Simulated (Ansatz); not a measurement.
```yaml
crystal:
  periodic: [false, false, false]
  atoms:
    - {symbol: O, position_ang: [-0.628804, -2.102767, 0.529195]}
    - {symbol: C, position_ang: [-0.432415, -1.001779, 0.152754]}
    - {symbol: Si, position_ang: [0.432032, 0.616101, -0.009288]}
    - {symbol: S, position_ang: [-1.375690, 0.104866, -1.000201]}
    - {symbol: H, position_ang: [1.671010, 0.718329, -0.812713]}
    - {symbol: H, position_ang: [-0.328804, -2.102767, 0.529195]}
basis:
  gaussian: {orbitals: def2-TZVP}
hamiltonian: {xc: {name: PBE}}
output: {forces: true}
```

```sh
$ ansatz run in.yaml --threads 2 --pin off --events-out ev --progress --plain --max-ram 4352MiB
```

It prints (some lines left out):

```
Functional definition: PBE
  name "PBE"
  cite "Perdew, Burke & Ernzerhof, Phys. Rev. Lett. 77, 3865 (1996) doi:10.1103/PhysRevLett.77.3865"
  parent pbe
  parameter kappa = 0.804
  parameter beta = 0.06672455060314922
  exchange = pbe_x(kappa = kappa, mu = beta*pi^2/3)
  correlation = pbe_c(beta = beta)
932 factors; their error is unknown
mean field evaluation 1: about -21675.7620 eV, gradient 1.4e2 eV
mean field evaluation 2: about -21111.3206 eV, gradient 3.0e2 eV
mean field evaluation 4: about -21703.0918 eV, gradient 6.5e1 eV
mean field evaluation 8: about -21713.4833 eV, gradient 7.5e0 eV
mean field evaluation 16: about -21713.7163 eV, gradient 2.1e-2 eV
mean field -21713.71631008 eV, -797.9643563100 hartree, gradient 6.3e-6 eV, S^2 0.000000; 1 other end points of the search recorded, 0 dependent functions left out
the calculation of the forces begins
reference -21713.71634292 eV, -797.9643575167 hartree; 23, 23 occupied and 125, 125 virtual orbitals, 932 factors
Total energy: -21713.71634292 eV, -797.9643575167 hartree
Atom 0 at    -0.628804    -2.102767     0.529195 Å, force  -810.287650     0.155808    -1.529228 eV/Å
Atom 1 at    -0.432415    -1.001779     0.152754 Å, force    -0.857559    13.055340    -5.874384 eV/Å
Atom 2 at     0.432032     0.616101    -0.009288 Å, force     0.797033     0.396721     2.334913 eV/Å
Atom 3 at    -1.375690     0.104866    -1.000201 Å, force    -1.429679    -1.743030     0.141003 eV/Å
Atom 4 at     1.671010     0.718329    -0.812713 Å, force     0.493302    -0.634491    -0.639099 eV/Å
Atom 5 at    -0.328804    -2.102767     0.529195 Å, force   811.284554   -11.230347     5.566795 eV/Å
Dipole moment:     0.147633    -0.285830     0.023392 e Å
```

In this input one atom was put on top of another. Self-consistency was reached. The result belongs to that input, not to the molecule as meant.
